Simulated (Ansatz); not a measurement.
Molecule (SMILES): [GaH] (GaH) (closed-shell singlet).
Atoms: Ga1, H2. Bonds: Ga1-H2.

Basis-set convergence of the highest harmonic wavenumber at MP2 with Ansatz (a program for electronic structure). Each level at its own minimum, finite differences of forces, unscaled; the reference is a large set that could be run, not a limit. Cartesian d functions, on some or all atoms, in 3-21G, 6-31G, 6-31G*; all else is spherical. Cores are frozen (with 3d on Ga to Br). No added dispersion term, no relativity. Reference: the value in def2-QZVPPD, 1651 cm⁻¹, itself unsure by roughly 2 cm⁻¹ (its mean distance from pcseg-3, def2-QZVPP, cc-pVQZ). Deviations are taken from unrounded values. Cost is core time over that of 6-31G, rough, on shared machines of one kind; a dash marks a row that isn't timed (too short, read off another run, short of memory, by another algorithm or on other hardware).

| basis | functions | highest harmonic wavenumber (cm⁻¹) | minus reference (cm⁻¹) | cost |
|---|---|---|---|---|
| pcseg-0 | 24 | 1431 | -220 | - |
| 3-21G | 25 | 1536 | -115 | - |
| 6-31G | 31 | 1513 | -138 | 1× |
| pcseg-1 | 32 | 1674 | 23 | 0.6× |
| def2-SV(P) | 34 | 1662 | 11 | 0.6× |
| 6-31G* | 37 | 1622 | -29 | 1× |
| def2-SVP | 37 | 1686 | 36 | 0.7× |
| aug-cc-pVDZ | 45 | 1613 | -37 | 2× |
| def2-SVPD | 46 | 1654 | 3 | 0.8× |
| 6-311G** | 50 | 1661 | 11 | 1× |
| def2-TZVP | 54 | 1674 | 23 | 1× |
| cc-pVTZ | 57 | 1649 | -1 | 1× |
| pcseg-2 | 57 | 1645 | -5 | 1× |
| def2-TZVPD | 63 | 1661 | 11 | 1× |
| def2-TZVPPD | 71 | 1650 | -1 | 1× |
| aug-cc-pVTZ | 82 | 1631 | -20 | 2× |
| cc-pVQZ | 98 | 1652 | 2 | 4× |
| def2-QZVP | 105 | 1653 | 2 | 5× |
